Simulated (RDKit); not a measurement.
RDKit input (UFF):

```python
from rdkit import Chem
from rdkit.Chem import AllChem, rdDetermineBonds

mol = Chem.MolFromXYZFile('mol.xyz')
rdDetermineBonds.DetermineBonds(mol, charge=0)
print('SMILES', Chem.MolToSmiles(Chem.RemoveHs(mol)))
ff = AllChem.UFFGetMoleculeForceField(mol)
e0 = ff.CalcEnergy()
flag = ff.Minimize(maxIts=5000, forceTol=1e-5)
print(f'energy {e0:.4f} -> {ff.CalcEnergy():.4f} kcal/mol, converged: {flag == 0}')
print(Chem.MolToXYZBlock(mol))
```
mol.xyz:
```
17

C      0.60252900    -1.56487900    -0.26618800
C     -0.21571900    -0.30435300     0.05033300
C     -1.42906100    -0.22777300    -0.88805900
C     -0.69386800    -0.35244200     1.50899800
Si     0.87127800     1.22926400    -0.20329300
H      0.95588000    -1.56875600    -1.29974500
H      1.47321100    -1.65648200     0.38698400
H     -0.01242600    -2.45979900    -0.12412200
H     -1.12748900    -0.19757100    -1.93746600
H     -2.06697800    -1.10758000    -0.75302100
H     -2.03972100     0.65558100    -0.68832600
H     -1.32347500    -1.23365900     1.67112800
H      0.14377300    -0.41314400     2.20741500
H     -1.28579000     0.52773400     1.76982500
H      2.05294000     1.17896700     0.69401200
H      1.34692500     1.29868900    -1.60791100
H      0.10197900     2.46300700     0.09682200
```

Output:

```
SMILES CC(C)(C)[SiH3]
energy 4.4179 -> 3.0392 kcal/mol, converged: True
17

C      0.606581   -1.564803   -0.267428
C     -0.217560   -0.306951    0.050763
C     -1.429754   -0.224574   -0.890751
C     -0.692846   -0.349538    1.511905
Si     0.864775    1.220091   -0.201773
H      0.963331   -1.545157   -1.320110
H      1.491458   -1.634716    0.401826
H     -0.008893   -2.479450   -0.126230
H     -1.101289   -0.186313   -1.952091
H     -2.084168   -1.113592   -0.761473
H     -2.032562    0.684644   -0.676879
H     -1.333168   -1.240946    1.687128
H      0.173983   -0.402571    2.205873
H     -1.285418    0.557945    1.759150
H      2.028349    1.151673    0.694701
H      1.325377    1.270882   -1.597307
H      0.085792    2.430181    0.100083
```

The geometry given is a B3LYP-D3(BJ)/def2-TZVP minimum.
